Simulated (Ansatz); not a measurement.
Cs2Cl2⁺, relaxed as a quartet with UKS r2SCAN-D4/def2-TZVP in Ansatz, starting from the r2SCAN-D4/def2-TZVP geometry of the charge +1 doublet. Force threshold 0.02 eV/Å.

In the def2 sets Cs takes a core potential; there is no spin–orbit coupling. In the quartet, Cl3 and Cl4 lie 2.40 Å apart (atoms count from 1), so these atoms are partly bonded to each other. At r2SCAN-D4/def2-TZVP a doublet of charge 1 lies 6.10 eV below the quartet, each at its own geometry. The structure comes from a short search, and lower isomers may exist.

Start:

```
atom   x (Å)   y (Å)   z (Å)
 Cs1   2.777  -0.062   1.293
 Cs2  -2.780   0.063  -1.286
 Cl3   0.069   1.321  -0.085
 Cl4  -0.066  -1.321   0.078
```

```json
{"step": "1", "energy (eV)": "-26134.3467", "largest force component (eV/Å)": "0.696", "SCF passes": "21"}
{"step": "2", "energy (eV)": "-26134.6369", "largest force component (eV/Å)": "0.457", "SCF passes": "26"}
{"step": "3", "energy (eV)": "-26134.7972", "largest force component (eV/Å)": "0.319", "SCF passes": "25"}
{"step": "4", "energy (eV)": "-26134.8854", "largest force component (eV/Å)": "0.122", "SCF passes": "25"}
{"step": "5", "energy (eV)": "-26134.9242", "largest force component (eV/Å)": "0.055", "SCF passes": "22"}
{"step": "6", "energy (eV)": "-26134.9452", "largest force component (eV/Å)": "0.052", "SCF passes": "22"}
{"step": "7", "energy (eV)": "-26134.9734", "largest force component (eV/Å)": "0.042", "SCF passes": "24"}
{"step": "8", "energy (eV)": "-26134.9767", "largest force component (eV/Å)": "0.014", "SCF passes": "23"}
{"step": "9", "energy (eV)": "-26134.9779", "largest force component (eV/Å)": "0.015", "SCF passes": "16"}
{"step": "10 (rejected)", "energy (eV)": "-26134.9765", "largest force component (eV/Å)": "0.097", "SCF passes": "24"}
{"step": "11", "energy (eV)": "-26134.9782", "largest force component (eV/Å)": "0.014", "SCF passes": "16"}
```

Force components are those of the run's own axes.

End:

```xyz
4

Cs    3.916   -0.088    1.824
Cs   -3.922    0.089   -1.812
Cl    0.064    1.198   -0.080
Cl   -0.059   -1.199    0.068
```

Bonds lost: Cs1–Cl3, Cs1–Cl4, Cs2–Cl3, Cs2–Cl4 (atoms count from 1). Bonds formed: Cl3–Cl4 (atoms count from 1).

The force fell under the threshold at step 8, but the optimiser went on. No frequencies were taken in this run, so the end may be a saddle point.

Run time 37 s (4 threads of Arm Neoverse V1 on a shared host).
